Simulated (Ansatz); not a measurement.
Ideal-gas functions of BiSb, SMILES `[Sb]#[Bi]` at 298.15 K and 1 bar, from an Ansatz frequency run at PBE0-D4/def2-TZVP.

Molar mass 330.74 g/mol, point group C∞v (symmetry number 1), electronic degeneracy 1, moments of inertia 495.198 u Å². Harmonic wavenumbers (cm⁻¹, unscaled): 253.

Use S(trans) = R[1.5 ln M + 2.5 ln T − 1.1517]; rotational temperatures θ = 24.2544 K / I; S(rot) = R[ln(T/σθ) + 1]; for each mode x = 1.438777 ν̃/T, S = R[x/(eˣ − 1) − ln(1 − e⁻ˣ)] and H = RT x/(eˣ − 1); 1 cm⁻¹ = 0.0119627 kJ/mol; R = 8.31446 J/(mol·K).

By hand: the entropy, in J/(mol·K).

Translation 181.2. Rotation: θ = 0.049 K, giving 80.8. Vibration, mode by mode: 7.15, in all 7.2. Electronic 0.0. Sum 269.2 J/(mol·K).

By hand: H − E and G − E in kJ/mol, counted from the electronic energy.

Zero-point energy ½ × 253 × 0.0119627 = 1.5; thermal vibration 1.3; translation, rotation and pV give 3.5 RT = 8.7. H − E = 11.5 kJ/mol, and G − E = 11.5 − 298.15 × 269.2/1000 = -68.8 kJ/mol.

Vibration gives 3 % of the entropy.
